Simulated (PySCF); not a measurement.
Spinor energies of Li+ (lithium, charge +1)

Start: 1s2. Calculated with PySCF 2.14 in an uncontracted even-tempered set (18 s from 0.0085 bohr⁻², ratio 2.6; 11 p from 0.011 bohr⁻², ratio 2.6; 8 d from 0.011 bohr⁻², ratio 2.8; 3 f from 2 bohr⁻², ratio 2.8): generalised Hartree-Fock with the X2C-1e Hamiltonian and a Gaussian nucleus; spin-orbit coupling (SO) screened by Boettger's factors.

```json
{"spinor shell": "1s1/2", "electrons": "2", "ε, screened SO (eV)": "-75.989", "weight of nominal j (screened SO)": "1.000", "rms radius, screened SO (bohr)": "0.667"}
```

```
   quantity  screened SO
E (hartree)     -7.23706
        M_J            0
       ⟨J²⟩        0.000
       ⟨L²⟩        0.000
       ⟨S²⟩        0.000
```
